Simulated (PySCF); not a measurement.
## Bond energies at HF/def2-TZVPP beside a composite method

PySCF, lowest determinants of a PBE0 search. The composite is CCSD(T) extrapolated to the basis-set limit from two correlation-consistent sets, with core-valence (CV) and scalar-relativistic (SR) terms as its label shows; it has no spin–orbit coupling and nothing beyond (T).

```
species  state (unpaired electrons)  De HF (eV)  De composite (eV)              composite  dissociates to
    ICl      singlet (closed shell)        0.82               2.43     CCSD(T)/CBS(TQ)+CV          I + Cl
    CaS      singlet (closed shell)        1.30               3.26     CCSD(T)/CBS(DT)+CV          Ca + S
   CaBr               doublet (σ ↑)        3.29               3.60        CCSD(T)/CBS(DT)         Ca + Br
   ZnBr               doublet (σ ↑)        1.70               1.70        CCSD(T)/CBS(DT)         Zn + Br
    TlH      singlet (closed shell)        1.64               2.61        CCSD(T)/CBS(DT)          Tl + H
    AlF      singlet (closed shell)        5.15               7.09  CCSD(T)/CBS(TQ)+CV+SR          Al + F
    SeO              triplet (π ↑↑)        1.23               4.54     CCSD(T)/CBS(TQ)+CV          Se + O
    SiH               doublet (π ↑)        2.27               3.20  CCSD(T)/CBS(TQ)+CV+SR          Si + H
```

**Question.** Does HF bind more or less than the composite, by how much on average, and where is the difference largest?

**Answer.** HF/def2-TZVPP binds less on average, method and basis taken together: the mean signed difference is -1.38 eV and the mean absolute one 1.38 eV; it is largest for SeO (-3.31 eV).

The molecules are drawn from runs that passed checks on state, spin purity and fit, so the hardest cases are missing and the errors look smaller than over all diatomics.

Correlated steps freeze the inner cores (4 to 19 orbitals); shallow outer-core shells are correlated. UHF and ROHF references stand side by side, which adds small steps between rows. Spin–orbit coupling is left out, which matters for elements this heavy, above all for dissociation energies. Where the molecule has an RHF reference, its open-shell atoms are computed with UHF. The CCSD T1 diagnostic is raised in CaS, a sign that a single reference may not be enough there. States were picked by a PBE0 search and need not be the measured ground states.
